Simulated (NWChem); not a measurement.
Correlation energy of digermane (H$_{6}$Ge$_{2}$)

SMILES: [GeH3][GeH3]
```xyz
8

Ge     1.2179     0.0515     0.0000
Ge    -1.2179    -0.0515     0.0000
H      1.7278     0.8119     1.2527
H      1.7301     0.7891    -1.2654
H      1.8209    -1.3781     0.0133
H     -1.7278    -0.8119     1.2527
H     -1.7301    -0.7891    -1.2654
H     -1.8209     1.3781     0.0133
```
Charge 0, spin multiplicity 1.

All runs are NWChem calculations. Structure: optimised with PBE/def2-SVP, a minimum by its harmonic frequencies.

Basis set: def2-SVP. Each correlation energy counts from its own Hartree-Fock reference.

| method | correlation energy (mHa) | difference from CCSD(T) |
|---|---|---|
| CCSD+T(CCSD) | -518.8 | -1.6 |
| MP2 | -479.4 | +37.9 |
| SCS-MP2 | -461.4 | +55.9 |
| CR-CCSD(T) | -514.0 | +3.2 |
| CCSD(T) | -517.2 | 0.0 |
| CCSD | -503.6 | +13.7 |
| CR-CCSD[T] | -515.3 | +1.9 |

The values span 57.5 mHa, from CCSD+T(CCSD) (lowest) to SCS-MP2 (highest). 

The Hamiltonian is non-relativistic. The correlated methods keep 18 core orbitals frozen. Coupled-cluster values serve here as a point of comparison, not as the truth.
